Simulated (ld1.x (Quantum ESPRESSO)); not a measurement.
# W (Z = 74): variants of one TM potential

Base potential:

tungsten (W), norm-conserving Troullier–Martins (Kleinman–Bylander form), made with ld1.x (Quantum ESPRESSO) 7.5 (LDA (PZ), scalar-relativistic). Core [Xe] 4f14, reference 5d4 6s1 6p1. Waves: 6s (bound): rc 2.10 bohr; 6p (bound): rc 3.10 bohr; 5d (bound): rc 2.05 bohr. Local part: all-electron potential smoothed inside 2.50 bohr (lloc = -2). Core correction: none.

Cutoffs, loose and tight: the cutoffs (Ry, on a coarse ladder) from which the occupation-weighted sum of valence levels, in a spherical-Bessel basis at the reference potential, stays within 10 and 1 mRy of its value at 400 Ry. They do not see the model core or the augmentation charge, which bear on the density cutoff. Test errors are all-electron minus pseudo excitation energies from the reference, over the configurations 5d4 6s2 6p0; 5d4 6s1 6p0; 5d4 6s0 6p0; 5d3 6s0 6p0; 5d5 6s1 6p0; 5d4 6s1.5 6p0; 5d4.5 6s1.5 6p0 (two spin-polarised tests are not counted in the largest error). A dash means not determined; rows that change the core or the reference have their own tests.

A true bound ghost makes a file unfit for plane-wave use even where its test errors are small: the radial tests pick states by their node count and pass the ghost by.

```tsv
change	outcome	cutoff, loose	cutoff, tight	bound ghosts	largest test error (meV)
base	generated	30 Ry	40 Ry	none	+74
wave 6p (bound): rc 3.10 bohr becomes 6p (bound): rc 2.44 bohr	generated	30 Ry	40 Ry	none	+51
wave 6p (bound): rc 3.10 bohr becomes 6p (bound): rc 2.86 bohr	generated	30 Ry	40 Ry	none	+69
wave 6p (bound): rc 3.10 bohr becomes 6p (bound): rc 3.44 bohr	generated	30 Ry	40 Ry	none	+75
wave 6p (bound): rc 3.10 bohr becomes 6p (bound): rc 3.82 bohr	generated	30 Ry	40 Ry	none	+66
wave 6p (bound): rc 3.10 bohr becomes 6p (bound): rc 4.64 bohr	generated	30 Ry	40 Ry	none	+20
```

(1) What comes out with this change to the base: wave 6p (bound): rc 3.10 bohr becomes 6p (bound): rc 2.10 bohr?

(2) What comes out with this change to the base: wave 6p (bound): rc 3.10 bohr becomes 6p (bound): rc 4.08 bohr?

## Answers

(1) outcome: generated; cutoff, loose: 50 Ry; cutoff, tight: 70 Ry; bound ghosts: p; largest test error (meV): +37.

(2) outcome: generated; cutoff, loose: 30 Ry; cutoff, tight: 40 Ry; bound ghosts: none; largest test error (meV): +58.

Reading the sweep of the p radius (base included, trends over the rows without a ghost): The loose cutoff stays near 30 Ry. The median size of the test errors (rows with all tests solved) is not monotonic: lowest 6.0 meV at 2.86 bohr, highest 7.6 meV at 3.44 bohr. Bound ghosts are found at 2.1 bohr.
